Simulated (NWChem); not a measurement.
System: Si₂H₄ClF; SMILES F[Si@@H]([SiH3])Cl

```xyz
8

F      1.8408     0.3037     0.3987
Si     0.4516     0.1362    -0.4257
Si    -0.5195    -1.9216     0.1154
Cl    -0.8309     1.6354     0.1785
H      0.7622     0.3499    -1.8641
H      0.3893    -3.0428    -0.2703
H     -0.7763    -1.9594     1.5851
H     -1.8095    -2.0480    -0.6268
```
Atoms are numbered in this order, from 1.

Computed with NWChem. Pople sets run with spherical d functions. All runs use the structure optimised with PBE0/def2-SVP. Vzz is the largest principal value of the second derivative of the potential at the nucleus (NWChem prints the opposite sign); η is the asymmetry. Non-relativistic.

For level CAM-B3LYP/6-31G*:

* **Vzz Cl4 (a.u.)**: 1.970

### Question
How do the values read with level B3LYP/cc-pVTZ instead?

### Answer
| Item | Value |
|---|---|
| Vzz Cl4 (a.u.) | 1.924 |
